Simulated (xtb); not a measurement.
Al(H)(PH2)2 (AlH5P2), SMILES [PH2][AlH][PH2]. All values are semi-empirical tight-binding results from xtb (GFN2-xTB unless named), good for trends rather than for accurate numbers. Geometry: GFN2-xTB. Other conformers were not sampled.

For metal compounds this method's bond lengths and energies can be far off.

Computed properties:
The orbital gap is 3.23 eV. The zero-point energy comes out as 23.5 kcal/mol and the G − E(el) at 298.15 K (modified RRHO) is 3.5 kcal/mol.
